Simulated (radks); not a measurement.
Problem. Numerical settings for neutral gadolinium, [Xe] 4f7 5d1 6s2. Calculated with a radial shooting solver on a logarithmic mesh with Libxc functionals: non-relativistic Kohn-Sham, TPSS, spin-polarised, spherical densities, point nucleus; open shells are filled with parallel spins first (spin-orbit coupling, left out, can overturn this in heavy ions); meta-GGA in the generalised Kohn-Sham scheme; relativity is left out, which matters for an element this heavy. The defaults (mesh step 0.008 in ln r, mesh end at 40 bohr or more with all orbitals vanishing there, Anderson mixing 0.5 over 9 steps, residual threshold near 1e-9 with the energy settled to 1e-9 hartree or 1e-11 of itself, here a cap of 93 iterations) give E = -10823.597 hartree and 6s at -3.465 eV in 11 iterations. Run on one thread of a shared host, so times are rough (Arm Neoverse V2): 0.21 s of CPU time, 0.21 s wall, 11 iterations on 2728 mesh points. One setting is changed at a time: mesh step in ln r 0.003; mesh step in ln r 0.2; mesh step in ln r 0.012; mesh end (bohr) 1; mesh end (bohr) 12; residual threshold 1e-16; residual threshold 0.1; mixing 0.2; linear mixing, mixing 1; linear mixing, mixing 0.2; mixing history 20; iteration cap 8. Which runs fail to converge, and which converge to a wrong energy?

Solution. Not converged within the cap: mesh step in ln r 0.2; residual threshold 1e-16; linear mixing, mixing 1; iteration cap 8. Settled on a wrong energy, with an occupied level pushed above zero by the early mesh end: mesh end (bohr) 1 (+390 hartree). Apart from these: no run marked as converged misses the energy by more than 1 mhartree.
